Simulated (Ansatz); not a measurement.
Geometry optimisation, Ansatz 0.2.0, RKS B3LYP-D4/STO-3G.

input.yaml

```yaml
crystal:
  periodic: [false, false, false]
  atoms:
    - { symbol: "N", position_ang: [-1.5767, -0.0737, 0.8549] }
    - { symbol: C, position_ang: [-0.2629, -0.5408, 0.7434] }
    - { symbol: B, position_ang: [0.4729, 0.072, -0.531] }
    - { symbol: C, position_ang: [1.7876, 0.4767, -1.2236] }
    - { symbol: "N", position_ang: [0.5273, 0.5469, -1.8948] }
    - { symbol: H, position_ang: [-1.598, 1.0304, 0.9201] }
    - { symbol: H, position_ang: [-2.12, -0.2713, -0.0267] }
    - { symbol: H, position_ang: [-0.2444, -1.627, 0.6452] }
    - { symbol: H, position_ang: [0.3046, -0.2578, 1.7085] }
    - { symbol: H, position_ang: [2.7926, 0.5935, -1.193] }
basis:
  gaussian: { orbitals: STO-3G }
hamiltonian:
  xc: b3lyp
  dispersion: d4
relax:
  f_tol: 0.015
  max_steps: 40
```

Command:

```bash
$ ansatz run input.yaml --threads 1 --pin off --max-ram 2048MiB --backend cpu --events-out ev --progress --plain --runs-dir out
```

Problem. Where does it end, and by what steps?

Solution. The forces met the threshold. The force dipped under the threshold on the way, but the program's further checks kept it going. Limits of this set-up: minimal basis. After 15 steps the energy has fallen by 1.311 eV; N5 moved furthest, 0.53 Å. The start is strongly strained (largest force component 10 eV/Å).

| step | energy less start (eV) | largest force component (eV/Å) | accepted |
| --- | --- | --- | --- |
| 0 | 0.0000 | 9.530 | yes |
| 1 | -1.0737 | 2.017 | yes |
| 2 | -1.2545 | 1.160 | yes |
| 3 | -1.2963 | 0.702 | yes |
| 4 | -1.2947 | 0.396 | no |
| 5 | -1.3044 | 0.101 | yes |
| 6 | -1.3067 | 0.041 | yes |
| 7 | -1.3072 | 0.063 | yes |
| 8 | -1.3081 | 0.051 | yes |
| 9 | -1.3087 | 0.200 | yes |
| 10 | -1.3095 | 0.127 | yes |
| 11 | -1.3105 | 0.014 | yes |
| 12 | -1.3107 | 0.144 | yes |
| 13 | -1.3109 | 0.064 | yes |
| 14 | -1.3111 | 0.005 | yes |
| 15 | -1.3111 | 0.013 | yes |

```xyz
10
Properties=species:S:1:pos:R:3
N -1.716 -0.115 0.832
C -0.233 -0.515 0.789
B 0.628 0.086 -0.373
C 1.776 0.370 -1.201
N 0.593 0.960 -1.576
H -1.697 0.949 0.800
H -2.071 -0.338 -0.146
H -0.194 -1.622 0.749
H 0.210 -0.236 1.767
H 2.786 0.410 -1.639
```

Run time: 31 s on 1 CPU thread of a shared host.
